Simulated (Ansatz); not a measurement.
TaOCl3 (TaCl₃O). Charge 0, multiplicity 1. Geometry PBE-D4/def2-SVP; atoms count from 1.

```xyz
5

Ta   -0.029   -0.044    0.003
O    -0.961   -1.490    0.099
Cl    1.810   -0.352    1.356
Cl   -1.378    1.666    0.751
Cl    0.558    0.219   -2.209
```

In the def2 sets Ta takes a core potential; there is no spin–orbit coupling.

Q: Estimate the Mulliken populations from the PBE0/def2-TZVP orbitals of Ansatz.

A: 
```csv
atom,charge (e),d electrons
Ta1,1.29,2.77
O2,-0.43,–
Cl3,-0.29,–
Cl4,-0.29,–
Cl5,-0.29,–
```
Mulliken values and Mayer orders depend strongly on the basis.

Q: And the Mayer bond orders between bonded heavy atoms (over 0.3)?

A: Ta1–O2 2.20 (1.72 Å); Ta1–Cl3 1.13 (2.30 Å); Ta1–Cl4 1.13 (2.30 Å); Ta1–Cl5 1.13 (2.30 Å).
